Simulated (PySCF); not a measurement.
C3H8O2Si, SMILES [SiH2]1C[C@H](CO1)O. Atoms are numbered in the order given.

```xyz
14

O     -1.5164     0.0891     1.1392
C     -1.1961     0.2450    -0.2241
C     -0.1911     1.3941    -0.3038
O      1.0878     0.9358     0.0794
Si     1.2202    -0.7387     0.0210
C     -0.4840    -1.0077    -0.7529
H     -2.0082    -0.7319     1.2425
H     -2.0973     0.4931    -0.8204
H     -0.5114     2.2033     0.3714
H     -0.1605     1.7936    -1.3346
H      2.3609    -1.1499    -0.8487
H      1.4124    -1.3448     1.3700
H     -1.0209    -1.9311    -0.4863
H     -0.4014    -0.9788    -1.8524
```
Charge 0, spin multiplicity 1.

Geometry optimised at PBE0-D3(BJ)/def2-SVP. The structure was generated by enumeration; whether it is a known compound was not checked. One conformer was computed; it need not be the lowest.

These are PBE/pcSseg-1 (PySCF) values and carry that method's errors.

GIAO shieldings, no solvent; atoms listed in one row are averaged. δ = σ(ref) − σ: ¹⁷O against H2O (σ = 334.3 ppm); ¹³C against TMS (σ = 182.0 ppm); ²⁹Si against TMS (σ = 335.4 ppm); ¹H against TMS (σ = 31.49 ppm), references at their B3LYP-D3(BJ)/def2-TZVP geometries, non-relativistic.

Computed chemical shifts:
```
nucleus  atoms  count  δ (ppm)
-------  -----  -----  -------
¹⁷O         O1      1     86.8
¹⁷O         O4      1     30.2
¹³C         C3      1     80.9
¹³C         C2      1     79.2
¹³C         C6      1     26.6
²⁹Si       Si5      1      5.2
¹H         H12      1     5.64
¹H         H11      1     5.49
¹H          H8      1     4.87
¹H          H9      1     4.71
¹H         H10      1     4.13
¹H         H14      1     1.56
¹H         H13      1     0.95
¹H          H7      1     0.18
```
